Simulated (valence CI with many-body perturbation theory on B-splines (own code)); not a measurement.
Values are calculated unless marked as measured or tabulated.
Energy levels of Hg LXXIII

Level of theory: valence CI with perturbative core correlation (CI+MBPT): six valence electrons over a frozen Dirac-Fock core [He], radial functions for each j: 9 s, 9 p, 8 d, 6 f, 3 g, 1 h, with the one-electron correlation potential Σ1 (screened to all orders), the two-electron term Σ2, the three-electron term Σ3, Breit, model QED; selected single and double excitations, second order for the rest, scaled by the run's own slope (own B-spline code, finite nucleus).

The last digits are not significant, and no measured levels were compared; by estimate large intervals hold to a few tenths of a per cent, small ones and those within an open d or f shell to about a per cent. Among the levels kept, up to 1900 cm⁻¹ of a level comes from second order outside the variational space, and about a tenth of that is noise between levels of different J, which matters for small intervals.

Levels 1 to 45 of 50, with energies above the lowest level, (2s^2 2p1/2^2 2p3/2^2) J=2. "Leading %" is the weight of the configuration and term that name the level; weights of strongly mixed levels are sums over their largest components and can fall short, and the name can then belong to a minority configuration. In the jj column 3d3/2^4 stands for four electrons in 3d with j = 3/2.

```
No.  Configuration  Term  J  E (Ry)  Leading %      g   Second component                        Leading jj
  1         2s²2p⁴    ³P  2    0.00         68  1.297     32 % 2s²2p⁴ ¹D      2s^2 2p1/2^2 2p3/2^2 (100 %)
  2         2s²2p⁴    ¹S  0    5.04         65            35 % 2s²2p⁴ ³P      2s^2 2p1/2^2 2p3/2^2 (100 %)
  3         2s²2p⁴    ³P  1  147.94        100  1.464                           2s^2 2p1/2 2p3/2^3 (100 %)
  4         2s²2p⁴    ¹D  2  149.31         68  1.115     32 % 2s²2p⁴ ³P        2s^2 2p1/2 2p3/2^3 (100 %)
  5          2s2p⁵   ³P°  2  181.81        100  1.456                           2s 2p1/2^2 2p3/2^3 (100 %)
  6          2s2p⁵   ¹P°  1  188.73         64  1.144     36 % 2s2p⁵ ³P°        2s 2p1/2^2 2p3/2^3 (100 %)
  7         2s²2p⁴    ³P  0  299.56         65            34 % 2s²2p⁴ ¹S              2s^2 2p3/2^4 (100 %)
  8          2s2p⁵   ³P°  0  330.77        100                                    2s 2p1/2 2p3/2^4 (100 %)
  9          2s2p⁵   ³P°  1  333.73         64  1.261     36 % 2s2p⁵ ¹P°          2s 2p1/2 2p3/2^4 (100 %)
 10            2p⁶    ¹S  0  373.57         99                                      2p1/2^2 2p3/2^4 (99 %)
 11       2s²2p³3s   ³P°  2  743.74         49  1.473  24 % 2s²2p³3s ⁵S°     2s^2 2p1/2^2 2p3/2 3s (100 %)
 12       2s²2p³3s   ¹P°  1  744.48         33  1.130  28 % 2s²2p³3s ³D°     2s^2 2p1/2^2 2p3/2 3s (100 %)
 13       2s²2p³3p    ³P  1  753.93         33  1.460   20 % 2s²2p³3p ⁵P  2s^2 2p1/2^2 2p3/2 3p1/2 (100 %)
 14       2s²2p³3p    ³D  2  754.01         26  1.141   20 % 2s²2p³3p ³F  2s^2 2p1/2^2 2p3/2 3p1/2 (100 %)
 15       2s²2p³3p    ³D  3  796.34         51  1.310   24 % 2s²2p³3p ⁵P  2s^2 2p1/2^2 2p3/2 3p3/2 (100 %)
 16       2s²2p³3p    ³P  1  796.39         34  1.319   27 % 2s²2p³3p ¹P  2s^2 2p1/2^2 2p3/2 3p3/2 (100 %)
 17       2s²2p³3p    ³P  2  798.76         45  1.305   17 % 2s²2p³3p ¹D  2s^2 2p1/2^2 2p3/2 3p3/2 (100 %)
 18       2s²2p³3p    ³P  0  800.93         69          31 % 2s²2p³3p ¹S  2s^2 2p1/2^2 2p3/2 3p3/2 (100 %)
 19       2s²2p³3d   ³D°  2  806.13         33  1.026  19 % 2s²2p³3d ³F°  2s^2 2p1/2^2 2p3/2 3d3/2 (100 %)
 20       2s²2p³3d   ³F°  3  806.77         27  1.056  21 % 2s²2p³3d ³G°   2s^2 2p1/2^2 2p3/2 3d3/2 (99 %)
 21       2s²2p³3d   ³D°  1  807.09         36  1.060  27 % 2s²2p³3d ³P°  2s^2 2p1/2^2 2p3/2 3d3/2 (100 %)
 22       2s²2p³3d   ³P°  0  807.47         65         24 % 2s²2p³3d ⁵D°  2s^2 2p1/2^2 2p3/2 3d3/2 (100 %)
 23       2s²2p³3d   ³F°  4  816.62         52  1.229  24 % 2s²2p³3d ⁵D°  2s^2 2p1/2^2 2p3/2 3d5/2 (100 %)
 24       2s²2p³3d   ³D°  2  817.58         34  1.211  22 % 2s²2p³3d ³P°  2s^2 2p1/2^2 2p3/2 3d5/2 (100 %)
 25       2s²2p³3d   ³D°  3  818.82         48  1.203  16 % 2s²2p³3d ¹F°   2s^2 2p1/2^2 2p3/2 3d5/2 (99 %)
 26       2s²2p³3d   ³D°  1  819.91         32  1.080  29 % 2s²2p³3d ¹P°  2s^2 2p1/2^2 2p3/2 3d5/2 (100 %)
 27       2s²2p³3s   ⁵S°  2  890.49         55  1.571  35 % 2s²2p³3s ³D°     2s^2 2p1/2 2p3/2^2 3s (100 %)
 28       2s²2p³3s   ³S°  1  891.48         55  1.291  44 % 2s²2p³3s ³D°     2s^2 2p1/2 2p3/2^2 3s (100 %)
 29       2s²2p³3s   ³D°  3  892.29        100  1.292                        2s^2 2p1/2 2p3/2^2 3s (100 %)
 30       2s²2p³3s   ¹D°  2  893.03         67  1.012  32 % 2s²2p³3s ³D°     2s^2 2p1/2 2p3/2^2 3s (100 %)
 31       2s²2p³3s   ³P°  0  896.82        100                               2s^2 2p1/2 2p3/2^2 3s (100 %)
 32       2s²2p³3s   ³P°  1  897.08         67  1.292  33 % 2s²2p³3s ¹P°     2s^2 2p1/2 2p3/2^2 3s (100 %)
 33       2s²2p³3p    ⁵P  1  900.39         46  1.628   22 % 2s²2p³3p ³D  2s^2 2p1/2 2p3/2^2 3p1/2 (100 %)
 34       2s²2p³3p    ³F  2  900.98         34  1.187   21 % 2s²2p³3p ⁵P  2s^2 2p1/2 2p3/2^2 3p1/2 (100 %)
 35       2s²2p³3p    ³F  3  902.18         44  1.071   33 % 2s²2p³3p ¹F  2s^2 2p1/2 2p3/2^2 3p1/2 (100 %)
 36       2s²2p³3p    ³P  2  905.64         50  1.289   22 % 2s²2p³3p ¹D   2s^2 2p1/2 2p3/2^2 3p1/2 (99 %)
 37       2s²2p³3p    ³D  1  906.56         74  0.625   22 % 2s²2p³3p ¹P  2s^2 2p1/2 2p3/2^2 3p1/2 (100 %)
 38       2s²2p³3p    ³P  0  910.60         65          34 % 2s²2p³3p ¹S   2s^2 2p1/2 2p3/2^2 3p1/2 (99 %)
 39        2s2p⁴3s    ⁵P  3  919.60         69  1.522    30 % 2s2p⁴3s ³D      2s 2p1/2^2 2p3/2^2 3s (99 %)
 40        2s2p⁴3s    ³P  2  922.09         58  1.358    18 % 2s2p⁴3s ³D      2s 2p1/2^2 2p3/2^2 3s (99 %)
 41        2s2p⁴3s    ³S  1  928.66         65  1.972    21 % 2s2p⁴3s ⁵P      2s 2p1/2^2 2p3/2^2 3s (99 %)
 42        2s2p⁴3s    ³D  1  929.26         34  0.961    34 % 2s2p⁴3s ¹P      2s 2p1/2^2 2p3/2^2 3s (99 %)
 43        2s2p⁴3s    ³P  2  929.83         57  1.348    19 % 2s2p⁴3s ¹D      2s 2p1/2^2 2p3/2^2 3s (99 %)
 44        2s2p⁴3p   ⁵P°  2  930.39         30  1.567   18 % 2s2p⁴3p ⁵S°  2s 2p1/2^2 2p3/2^2 3p1/2 (100 %)
 45        2s2p⁴3p   ³D°  3  930.46         41  1.302   23 % 2s2p⁴3p ⁵D°  2s 2p1/2^2 2p3/2^2 3p1/2 (100 %)
```

The ionisation energy to 2s²2p³ ²P°3/2 of the next ion comes out as 19313 eV (NIST: 19310 ± 70 eV (theoretical)). All 50 levels together are meant to be complete up to 941.87 Ry.
